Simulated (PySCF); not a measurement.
`N#Cc1cccc([O-])c1`: 4 charge schemes on one density

C₇H₄NO (charge -1).
Structure used (PBE0-D3(BJ)/def2-SVP), in Å, numbered top down from 1:
```xyz
13
C7H4NO angstrom
N      3.7396   -0.5044   -0.3078
C      2.5916   -0.3187   -0.3300
C      1.1783   -0.0770   -0.3568
C      0.7176    1.2563   -0.3597
C     -0.6676    1.4517   -0.3856
C     -1.5571    0.3896   -0.4071
C     -1.1396   -1.0005   -0.4044
O     -1.9374   -1.9598   -0.4227
C      0.3009   -1.1630   -0.3784
H      1.4218    2.0893   -0.3423
H     -1.0591    2.4761   -0.3888
H     -2.6375    0.5669   -0.4271
H      0.6889   -2.1850   -0.3757
```

Density: PBE0/pcSseg-1 (PySCF); schemes: Mulliken, IAO, Hirshfeld and ESP-fitted. Geometry: PBE0-D3(BJ)/def2-SVP; no solvent, vibrations or thermal averaging. The pcSseg-1 basis has no diffuse functions, a weakness for an anion.

Give the atomic charges in each scheme.

In e:

```
atom                     environment  Mulliken     IAO  Hirshfeld  ESP-fitted
  N1                nitrile nitrogen    -0.328  -0.334     -0.300      -0.562
  C2                  nitrile carbon    +0.130  +0.157     +0.064      +0.399
  C3     substituted aromatic carbon    -0.224  -0.069     -0.032      +0.062
  C4              aromatic CH carbon    -0.072  -0.248     -0.124      -0.436
  C5              aromatic CH carbon    -0.077  -0.161     -0.089      -0.041
  C6              aromatic CH carbon    -0.219  -0.256     -0.114      -0.460
  C7  aromatic carbon bearing oxygen    +0.281  +0.285     +0.046      +0.687
  O8                aryloxide oxygen    -0.553  -0.632     -0.420      -0.721
  C9              aromatic CH carbon    -0.130  -0.249     -0.106      -0.501
 H10               aromatic hydrogen    +0.043  +0.127     +0.019      +0.164
 H11               aromatic hydrogen    +0.051  +0.119     +0.022      +0.102
 H12               aromatic hydrogen    +0.047  +0.124     +0.014      +0.138
 H13               aromatic hydrogen    +0.051  +0.136     +0.021      +0.169
```

Mean size of the charges over all atoms: ESP-fitted 0.342 e, IAO 0.223 e, Mulliken 0.170 e, Hirshfeld 0.105 e. Each set sums to the total charge, -1, to within 0.001 e. The ESP scheme fits charges at the nuclei, held to the total charge, to the electrostatic potential on points at 1.4 to 2.0 times the van der Waals radii. The Hirshfeld scheme weights the molecular density at each point by an atom's share of the summed free-atom densities.

Lowest charge. All schemes agree: Mulliken O8 (-0.553); IAO O8 (-0.632); Hirshfeld O8 (-0.420); ESP-fitted O8 (-0.721).

Highest charge. The schemes don't all agree: Mulliken C7 (+0.281); IAO C7 (+0.285); Hirshfeld C2 (+0.064); ESP-fitted C7 (+0.687).

How many electrons does the Hirshfeld scheme count on C7?

Z − q = 6 − (+0.046) = 5.954.

Sum the charges by element, for elements with more than one atom.

| element | atoms | Mulliken | IAO | Hirshfeld | ESP-fitted |
| --- | --- | --- | --- | --- | --- |
| C | 7 | -0.311 | -0.541 | -0.355 | -0.289 |
| H | 4 | +0.192 | +0.507 | +0.075 | +0.573 |

These values come from a run that also computed NMR shieldings. Hardware: one thread of an Arm Neoverse N1, shared host. Cost: 47 s of wall time (with the writing of density and orbital grids), 0.81 GiB resident at most.
